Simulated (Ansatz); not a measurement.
Calculated with Ansatz (gas phase, PBE0-D4/def2-TZVP geometries, no zero-point term in ΔE). CCSD(T)/CBS is the MP2 limit (def2-TZVPP, def2-QZVPP) plus CCSD(T) − MP2 in def2-TZVPP, frozen cores. This one scheme is used for every species. DFT in def2-TZVPP. B3LYP here is the variant with VWN-RPA as its local correlation; programs differ in this. One conformer a species, not always the lowest.

Consider the formal exchange of groups at the Si–S bond: `FC[SiH]([SiH3])S` + SiH₄ → `FC[SiH]([SiH3])[SiH3]` + H₂S.

```
             level  ΔE (kcal/mol)  difference from CCSD(T)/CBS
            PBE-D4            9.9                         -2.5
           PBE0-D4           10.7                         -1.7
          B3LYP-D4           12.1                         -0.3
           ωB97X-V           12.1                         -0.3
            B2PLYP           13.0                          0.6
              PBE0           10.8                         -1.6
     HF/def2-TZVPP           14.7                          2.3
    MP2/def2-TZVPP           14.0                          1.6
CCSD(T)/def2-TZVPP           11.9                         -0.5
    CCSD/CBS(def2)           12.5                          0.1
       CCSD(T)/CBS           12.4                            0
```

Largest T1 diagnostic among the species: 0.013.

In def2-TZVPP, CCSD(T) changes the Hartree–Fock value by −2.9 kcal/mol (the triples alone add −0.1 kcal/mol) and MP2 by −0.8 kcal/mol. From PBE to PBE0 (25 % exact exchange), in def2-TZVPP and without D4, ΔE moves by +0.7 kcal/mol.
